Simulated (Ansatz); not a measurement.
A nudged elastic band was laid between two geometries of ClH + GeH4O (8 atoms, charge 0, multiplicity 1).

Method: RKS BHLYP-D4/def2-SVP in Ansatz.

```json
{"movable images": "9", "climbing image": "yes", "spring": "0.1 eV/Å²", "optimiser": "quadratic models (default)", "start path": "through a guess of the saddle point", "force threshold": "0.05 eV/Å", "iteration limit": "60", "end points": "relaxed"}
```

First end point:

```xyz
8
Properties=species:S:1:pos:R:3
Ge -0.424 -0.810 0.531
O 0.826 0.466 0.358
H -0.252 -1.670 -0.712
H -0.126 -1.590 1.814
H -1.803 -0.156 0.606
H 0.660 1.192 -1.259
Cl 0.205 1.507 -2.438
H 0.915 1.061 1.100
```

Last end point:

```xyz
8
Properties=species:S:1:pos:R:3
Ge -0.656 -1.017 -0.188
O 1.160 1.313 0.836
H -1.506 -2.140 -0.783
H 0.563 -1.565 0.534
H -1.513 -0.087 0.659
H 1.315 1.304 -0.109
Cl 0.044 0.121 -1.918
H 0.593 2.070 0.969
```

Task: What changes between the two ends?

Result: Bonds broken: Ge1–O2, H6–Cl7. Bonds formed: Ge1–Cl7, O2–H6. ClH + GeH4O becomes ClGeH3 + H2O.

Task: What energy profile does the band end with?

Result: The forces met the threshold. The highest image is number 5 of 0 to 10, 16.0 kcal/mol above the first end and 25.6 kcal/mol above the last; the last end lies 9.6 kcal/mol below the first. Beside the main top the profile has a ripple of under 15 meV (maxima at images 5, 8), which may be a very shallow well or noise. Another band between the same ends (9 images) ends at a top of the same energy, where a vibrational analysis finds 1 clearly imaginary mode. The orbitals stay closed-shell, which can raise the energy where a bond breaks towards radicals; this wasn't checked here.

| image | path coordinate (Å) | energy (kcal/mol) | Ge1–O2 (Å) | H6–Cl7 (Å) | Ge1–Cl7 (Å) |
| --- | --- | --- | --- | --- | --- |
| 0 | 0.00 | 0.0 | 1.79 | 1.30 | 3.82 |
| 1 | 0.35 | 0.1 | 1.80 | 1.30 | 3.68 |
| 2 | 0.70 | 1.2 | 1.80 | 1.31 | 3.38 |
| 3 | 1.05 | 6.5 | 1.84 | 1.38 | 3.09 |
| 4 | 1.40 | 14.1 | 1.91 | 1.63 | 2.90 |
| 5 | 1.75 | 16.0 | 1.99 | 1.87 | 2.66 |
| 6 | 2.76 | 5.2 | 2.68 | 2.14 | 2.26 |
| 7 | 3.78 | -7.7 | 3.38 | 2.42 | 2.19 |
| 8 | 4.89 | -7.5 | 3.59 | 2.48 | 2.18 |
| 9 | 5.99 | -8.4 | 3.38 | 2.47 | 2.19 |
| 10 | 7.08 | -9.6 | 3.13 | 2.51 | 2.19 |

Task: What is the geometry of the highest image?

Result: 
```xyz
8
Properties=species:S:1:pos:R:3
Ge -0.473 -0.698 0.140
O 1.035 0.597 0.276
H -0.175 -1.777 -0.879
H -0.040 -1.237 1.528
H -1.870 -0.135 0.330
H 0.816 1.152 -0.543
Cl -0.435 0.981 -1.928
H 1.142 1.117 1.076
```

Time of the run: 5.6 min on 2 threads of AMD EPYC 9R14 (Zen 4), on a shared host, peak memory 0.24 GiB.
